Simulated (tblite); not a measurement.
F$_{3}$Sb (SMILES [F][Sb]([F])[F]), singlet, at a GFN2-xTB geometry; GFN1-xTB (tblite 0.6.0).

Input for tblite:
```
$ tblite run mol.xyz --method gfn1 --charge 0 --spin 0 --json tblite.json --no-restart

# file mol.xyz
4

Sb     0.00179571    -0.00268353     0.40263206
F     -1.26106459    -0.92708194    -0.76113086
F     -0.18179938     1.56028347    -0.74936608
F      1.43268829    -0.61799484    -0.77108473
```

Q: What does tblite print? Leave out banner, timings and long lists.

A: 
```
xTB calculator
 | screened Coulomb repulsion
 | Coulomb electrostatics
 |  * isotropic Klopman-Ohno-Mataga-Nishimoto electrostatics
 |  * onsite third-order electrostatics
 | DFT-D3(BJ) dispersion correction

halogen bonding energy    0.0000000000000E+00 Eh
repulsion energy          4.3042029046184E-03 Eh
dispersion energy        -7.2937748647465E-04 Eh
number of electrons       2.6000000000000E+01 e
integral cutoff           4.0000000000000E+01 bohr

------------------------------------------------------------
  cycle        total energy    energy error   density error
------------------------------------------------------------
      1     -17.55082522062  -1.7554400E+01   9.8511898E-01
      2     -17.95059445410  -3.9976923E-01   2.6165932E-01
      3     -17.99429944429  -4.3704990E-02   2.3514927E-01
      4     -17.99253314669   1.7662976E-03   1.2306703E-01
      5     -18.01017334756  -1.7640201E-02   1.0409624E-02
      6     -18.01024818252  -7.4834961E-05   6.1005755E-03
      7     -18.01028680626  -3.8623739E-05   5.8229723E-04
      8     -18.01028716168  -3.5541901E-07   5.1421942E-06
------------------------------------------------------------

electronic energy        -1.8013861987099E+01 Eh
total energy             -1.8010287161680E+01 Eh

Post processing:
 | Mayer-Wiberg bond orders

[Info] JSON dump of results written to 'tblite.json'
```
